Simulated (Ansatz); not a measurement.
Method: PBE0-D3(BJ)/def2-TZVP (Ansatz, a program for electronic structure). No frequencies were computed at this level.

Ansatz 0.2 input:
```yaml
crystal:
  periodic: [false, false, false]
  atoms:
    - { symbol: C, position_ang: [-0.939427, -0.023937, 0.159017] }
    - { symbol: Si, position_ang: [0.881493, -0.021413, -0.145258] }
    - { symbol: O, position_ang: [1.767879, -1.239559, -0.189995] }
    - { symbol: H, position_ang: [-1.537961, 0.871487, 0.200121] }
    - { symbol: H, position_ang: [-1.485799, -0.940009, 0.309838] }
    - { symbol: H, position_ang: [1.313814, 1.353433, -0.333722] }
basis:
  gaussian: { orbitals: def2-tzvp }
hamiltonian:
  xc: pbe0
  dispersion: d3bj
relax:
  max_steps: 150
magnetization:
  spin_polarized: true
  initial_magnetization: 1
```

Output:

```
Functional definition: PBE0
731 factors; their error is unknown
mean field evaluation 1: about -10994.9017 eV, gradient 4.8e1 eV
mean field evaluation 2: about -10943.8358 eV, gradient 1.1e2 eV
mean field evaluation 4: about -11003.2983 eV, gradient 7.7e0 eV
mean field evaluation 8: about -11003.5757 eV, gradient 1.7e-1 eV
mean field evaluation 16: about -11003.6104 eV, gradient 2.7e-4 eV
mean field -11003.61036446 eV, -404.3752223788 hartree, gradient 7.5e-5 eV, S^2 0.758162; 0 other end points of the search recorded, 0 dependent functions left out
reference -11003.61039142 eV, -404.3752233698 hartree; 16, 15 occupied and 101, 102 virtual orbitals, 731 factors
relax step   1: F+E_penalty+E_count = -11003.69635615 eV  Δ(F+E_penalty+E_count) = +0.000e0 eV  max|allowed force component| = 1.456e0 eV/Å  Δτ_max = 0.0000 Å  (32 SCF iters, accepted)
these checks for a lower state are left out or cut short: starts, cluster_reference, orbital_swaps, neighbouring_geometries, increment
731 factors; their error is unknown
mean field -11003.64022390 eV, -404.3763196932 hartree, gradient 2.5e-5 eV, S^2 0.759171; 0 other end points of the search recorded, 0 dependent functions left out
reference -11003.64025087 eV, -404.3763206841 hartree; 16, 15 occupied and 101, 102 virtual orbitals, 731 factors
relax step   2: F+E_penalty+E_count = -11003.72629700 eV  Δ(F+E_penalty+E_count) = -2.994e-2 eV  max|allowed force component| = 7.259e-1 eV/Å  Δτ_max = 0.0270 Å  (40 SCF iters, accepted)
these checks for a lower state are left out or cut short: starts, cluster_reference, orbital_swaps, neighbouring_geometries, increment
731 factors; their error is unknown
mean field evaluation 32: about -11003.6470 eV, gradient 2.4e-5 eV
mean field -11003.64703025 eV, -404.3765698218 hartree, gradient 2.4e-5 eV, S^2 0.760388; 0 other end points of the search recorded, 0 dependent functions left out
reference -11003.64705719 eV, -404.3765708118 hartree; 16, 15 occupied and 101, 102 virtual orbitals, 731 factors
relax step   3: F+E_penalty+E_count = -11003.73321110 eV  Δ(F+E_penalty+E_count) = -6.914e-3 eV  max|allowed force component| = 2.113e-2 eV/Å  Δτ_max = 0.0165 Å  (39 SCF iters, accepted)
these checks for a lower state are left out or cut short: starts, cluster_reference, orbital_swaps, neighbouring_geometries, increment
731 factors; their error is unknown
mean field -11003.64706263 eV, -404.3765710117 hartree, gradient 1.5e-5 eV, S^2 0.760420; 0 other end points of the search recorded, 0 dependent functions left out
reference -11003.64708957 eV, -404.3765720019 hartree; 16, 15 occupied and 101, 102 virtual orbitals, 731 factors
relax step   4: F+E_penalty+E_count = -11003.73322026 eV  Δ(F+E_penalty+E_count) = -9.156e-6 eV  max|allowed force component| = 3.204e-2 eV/Å  Δτ_max = 0.0043 Å  (39 SCF iters, accepted)
these checks for a lower state are left out or cut short: starts, cluster_reference, orbital_swaps, neighbouring_geometries, increment
731 factors; their error is unknown
mean field -11003.64717809 eV, -404.3765752547 hartree, gradient 1.5e-5 eV, S^2 0.760411; 0 other end points of the search recorded, 0 dependent functions left out
reference -11003.64720503 eV, -404.3765762448 hartree; 16, 15 occupied and 101, 102 virtual orbitals, 731 factors
relax step   5: F+E_penalty+E_count = -11003.73333816 eV  Δ(F+E_penalty+E_count) = -1.179e-4 eV  max|allowed force component| = 6.652e-3 eV/Å  Δτ_max = 0.0042 Å  (38 SCF iters, accepted)
731 factors; their error is unknown
mean field evaluation 64: about -11003.6472 eV, gradient 3.1e-4 eV
mean field -11003.64717809 eV, -404.3765752547 hartree, gradient 2.1e-5 eV, S^2 0.760411; 1 other end points of the search recorded, 0 dependent functions left out
reference -11003.64720503 eV, -404.3765762448 hartree; 16, 15 occupied and 101, 102 virtual orbitals, 731 factors
Total energy: -11003.73336510 eV, -404.3797425691 hartree
Atom 0 at    -0.935825    -0.033559     0.158637 Å, force     0.004090    -0.005399     0.000090 eV/Å
Atom 1 at     0.849763    -0.007911    -0.141029 Å, force    -0.001348     0.003924    -0.000598 eV/Å
Atom 2 at     1.739731    -1.241851    -0.192522 Å, force     0.001836    -0.006652     0.000279 eV/Å
Atom 3 at    -1.534844     0.871960     0.188098 Å, force    -0.003165    -0.000399     0.000303 eV/Å
Atom 4 at    -1.471625    -0.963263     0.320448 Å, force    -0.000927     0.004922    -0.000151 eV/Å
Atom 5 at     1.352799     1.374627    -0.333631 Å, force    -0.000487     0.003603     0.000078 eV/Å
Dipole moment:    -0.678029     0.593106     0.066509 e Å
```

Cost: around 30 core-seconds (rough).
